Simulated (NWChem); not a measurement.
Atomisation of diarsenic (As₂)

```xyz
2

As     0.0000     0.0000     1.0456
As     0.0000     0.0000    -1.0456
```
Charge 0, spin multiplicity 1.

Program: NWChem. All single points use one geometry, from PBE0/def2-SVP, a minimum by its harmonic frequencies.

Basis set: def2-TZVP. The atomisation energy is electronic alone: no zero-point, thermal, spin-orbit or counterpoise terms. No value is extrapolated to the basis-set limit. Free atoms are single determinants with multiplicities As 4. Correlated methods freeze the same cores in atoms and molecule, 18 orbitals in all.

```
method       atomisation energy (kcal/mol)
-----------  -----------------------------
HF                                    12.1
BHandHLYP                             79.1
LDA (SVWN5)                          122.7
PBE0                                  86.7
B3LYP                                 93.2
M06-2X                                78.7
PBE                                   98.5
TPSS                                  95.0
MP2                                   87.0
CCSD(T)                               83.8
```

The values span 110.6 kcal/mol, from HF (lowest) to LDA (SVWN5) (highest). 

The Hamiltonian is non-relativistic. B3LYP has NWChem's definition, with VWN1-RPA local correlation. No SCF solution was tested for a lower state. Open-shell Hartree-Fock references start from PBE0 orbitals. No row is a measurement; the coupled-cluster row has its own basis-set and correlation limits.
